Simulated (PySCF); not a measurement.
Ga(F)2(vinyl) (C2H3F2Ga), SMILES [F][Ga]([F])[CH]=C. Atoms are numbered in the order given.

```xyz
8

Ga    -0.0427    -0.3203     0.0000
F     -0.9687    -1.8064     0.0000
F      1.6884    -0.6032     0.0000
C     -0.7587     1.4729     0.0000
C      0.0666     2.5296     0.0000
H     -1.8434     1.6235     0.0000
H     -0.3137     3.5582     0.0000
H      1.1562     2.4185     0.0000
```

Geometry: B3LYP-D3(BJ)/def2-SVP. The values are those of a single conformer.

Computed with B3LYP/pcSseg-1 (PySCF).

GIAO shieldings, no solvent; atoms listed in one row are averaged. δ = σ(ref) − σ: ¹⁹F against CFCl3 (σ = 161.7 ppm); ¹³C against TMS (σ = 181.3 ppm); ¹H against TMS (σ = 31.68 ppm), references at their B3LYP-D3(BJ)/def2-TZVP geometries, non-relativistic.

Estimate the chemical shifts. (An estimate is asked for; the answer gives what the named calculation found.)


```json
[
 {"nucleus": "¹⁹F", "atoms": "F2", "count": "1", "δ (ppm)": "-157.7"},
 {"nucleus": "¹⁹F", "atoms": "F3", "count": "1", "δ (ppm)": "-168.7"},
 {"nucleus": "¹³C", "atoms": "C5", "count": "1", "δ (ppm)": "159.8"},
 {"nucleus": "¹³C", "atoms": "C4", "count": "1", "δ (ppm)": "137.1"},
 {"nucleus": "¹H", "atoms": "H7", "count": "1", "δ (ppm)": "7.18"},
 {"nucleus": "¹H", "atoms": "H8", "count": "1", "δ (ppm)": "6.98"},
 {"nucleus": "¹H", "atoms": "H6", "count": "1", "δ (ppm)": "6.39"}
]
```
